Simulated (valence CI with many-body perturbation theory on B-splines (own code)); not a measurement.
## Level structure of Tb58+

Calculated by configuration interaction combined with many-body perturbation theory (CI+MBPT): five valence electrons over a frozen Dirac-Fock core [He], radial functions for each j: 11 s, 11 p, 10 d, 8 f, 5 g, 2 h, with the one-electron correlation potential Σ1, the two-electron term Σ2, the three-electron term Σ3, Breit, model QED; selected CI, second order for the rest, scaled by the run's own slope (own B-spline code, finite nucleus).

No measured spectrum was set against this ion. As an estimate, large intervals hold to a few tenths of a per cent, small ones and those within an open d or f shell to about a per cent. Among the levels kept, up to 7300 cm⁻¹ of a level comes from second order outside the variational space, and about a tenth of that is noise between levels of different J, which matters for small intervals.

Levels 181 to 200 of 200, with energies above the lowest level, (2s^2 2p1/2^2 2p3/2) J=3/2. "Leading %" is the weight of the configuration and term that name the level; weights of strongly mixed levels are sums over their largest components and can fall short. In the jj column 3d3/2^4 stands for four electrons in 3d with j = 3/2. Lifetimes count E1, E2, E3, M1 and M2 decay at the calculated energies, and are blank where another channel may lead or the interval is too uncertain; long ones can be off by a factor of two.

```tsv
No.	Configuration	Term	J	E (× 10³ cm⁻¹)	Leading %	Leading jj	g	Lifetime
181	2s2p³3d	⁴D°	7/2	73405	52	2s 2p1/2 2p3/2^2 3d5/2 (98 %)	1.232	17.4 fs
182	2s2p³3d	⁴D°	5/2	73456	38	2s 2p1/2 2p3/2^2 3d5/2 (99 %)	1.250	2.57 fs
183	2s2p³3d	²G°	9/2	73499	81	2s 2p1/2 2p3/2^2 3d5/2 (99 %)	1.123	110 fs
184	2s2p³3d	²F°	7/2	73527	56	2s 2p1/2 2p3/2^2 3d5/2 (99 %)	1.168	20.2 fs
185	2s2p³3d	²F°	7/2	73563	49	2s 2p1/2 2p3/2^2 3d5/2 (98 %)	1.189	1.08 fs
186	2s2p³3d	²D°	3/2	73579	47	2s 2p1/2 2p3/2^2 3d5/2 (95 %)	1.015	1.00 fs
187	2s2p³3d	²F°	5/2	73612	38	2s 2p1/2 2p3/2^2 3d5/2 (99 %)	1.104	3.30 fs
188	2s2p³3d	²D°	3/2	73625	37	2s 2p1/2 2p3/2^2 3d5/2 (98 %)	1.141	7.68 fs
189	2s2p³3d	²S°	1/2	73638	48	2s 2p1/2 2p3/2^2 3d5/2 (96 %)	1.322	933 as
190	2s2p³3d	²P°	3/2	73707	40	2s 2p1/2 2p3/2^2 3d5/2 (96 %)	1.197	622 as
191	2s2p³3d	²D°	5/2	73727	42	2s 2p1/2 2p3/2^2 3d5/2 (96 %)	1.056	669 as
192	2p⁴3p	²D°	5/2	74456	49	2p1/2^2 2p3/2^2 3p3/2 (98 %)	1.316	4.35 fs
193	2p⁴3p	⁴D°	7/2	74456	67	2p1/2^2 2p3/2^2 3p3/2 (98 %)	1.318	4.57 fs
194	2p⁴3p	²P°	1/2	74466	49	2p1/2^2 2p3/2^2 3p3/2 (98 %)	1.292	4.06 fs
195	2p⁴3p	²P°	3/2	74795	45	2p1/2^2 2p3/2^2 3p3/2 (98 %)	1.316	4.39 fs
196	2p⁴3p	²P°	3/2	74995	67	2p1/2^2 2p3/2^2 3p3/2 (98 %)	1.318	4.24 fs
197	2p⁴3d	⁴D	3/2	75164	32	2p1/2^2 2p3/2^2 3d3/2 (99 %)	1.183	39.2 fs
198	2p⁴3d	⁴D	5/2	75179	36	2p1/2^2 2p3/2^2 3d3/2 (96 %)	1.165	23.1 fs
199	2p⁴3d	²F	7/2	75189	37	2p1/2^2 2p3/2^2 3d3/2 (99 %)	1.097	68.7 fs
200	2p⁴3d	⁴P	1/2	75209	49	2p1/2^2 2p3/2^2 3d3/2 (97 %)	1.640	5.27 fs
```
